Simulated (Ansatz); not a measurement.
Cost and result for the atomization energy of C₂H₉AsSi (`C[SiH2]C[AsH2]`) (13 atoms, 12 bonds).

Z-matrix (Å, degrees):
```
C
Si 1 1.870
H 1 1.093 2 110.8
H 1 1.093 2 111.2 3 120.1
H 1 1.092 2 110.7 3 -119.8
C 2 1.874 1 111.6 3 -59.6
H 2 1.491 1 109.9 3 179.8
H 2 1.491 1 109.8 3 61.5
As 6 1.979 2 112.6 1 -55.4
H 6 1.094 2 109.4 1 62.9
H 6 1.091 2 109.9 1 -178.7
H 9 1.525 6 96.5 2 -156.0
H 9 1.525 6 95.7 2 -63.3
```

Charge 0, multiplicity 1. Correlated methods include outer-core shells of As, which these sets cover unevenly. Scalar relativity is left out up to krypton. Geometry: relaxed with PBE0-D4/def2-TZVP. It is one conformer, not always the lowest. Program: Ansatz. All runs use 4 threads of an Arm Neoverse V2 on a shared host. Times are those of one run each, without the atoms' runs, and a repeat can differ threefold. Electronic energies, without spin–orbit coupling; frozen cores. CCSD(T)/CBS adds CCSD(T) − MP2 in def2-TZVPP to the MP2 limit, and its time is that of the two runs behind it. T1 = 0.011. With those shells the extrapolation isn't a true limit. B3LYP takes the VWN-RPA correlation (the form of Gaussian; ORCA's B3LYP/G).

CCSD(T)/CBS is a level of theory with its own doubt, some kJ/mol a heavy atom from the limit and from the frozen cores, so smaller differences don't rank the functionals.

| level | functions | wall time | atomization (kJ/mol) | difference from CCSD(T)/CBS | per bond |
| --- | --- | --- | --- | --- | --- |
| PBE-D4/def2-TZVPP (with forces) | 278 | 2.6 s | 4342.0 | 19.1 | 1.6 |
| PBE0-D4/def2-TZVPP | 278 | 3.4 s | 4309.1 | -13.8 | -1.2 |
| r2SCAN-D4/def2-TZVPP (with forces) | 278 | 5 s | 4324.7 | 1.8 | 0.1 |
| B3LYP-D4/def2-TZVPP (with forces) | 278 | 5.5 s | 4334.1 | 11.2 | 0.9 |
| B2PLYP/def2-TZVPP | 278 | 6 s | 4270.4 | -52.5 | -4.4 |
| ωB97X-V/def2-TZVPP | 278 | 9 s | 4352.2 | 29.3 | 2.4 |
| ωB97M-V/def2-TZVPP (with forces) | 278 | 13 s | 4328.7 | 5.8 | 0.5 |
| MP2/def2-QZVPP | 543 | 28 s | 4267.2 | -55.7 | -4.6 |
| CCSD(T)/def2-TZVPP | 278 | 4 min | 4227.0 | -95.9 | -8.0 |
| CCSD(T)/CBS(def2) | – | 4.5 min | 4322.9 | 0.0 | 0.0 |

From PBE to PBE0 (25 % exact exchange), in def2-TZVPP and without D4, the atomization energy moves by −28.6 kJ/mol: exact exchange takes away binding that semilocal exchange gives to molecules. In def2-TZVPP, CCSD(T) changes the Hartree–Fock value by +1011.6 kJ/mol (the triples alone add +47.0 kJ/mol) and MP2 by +995.3 kJ/mol; breaking electron pairs costs correlation energy, which Hartree–Fock lacks. The D4 term adds +46.6 kJ/mol with B3LYP and +24.6 kJ/mol with PBE0; it sums over pairs of atoms, weighted by their polarisabilities, and B3LYP, whose exchange is more repulsive, gets the larger term.
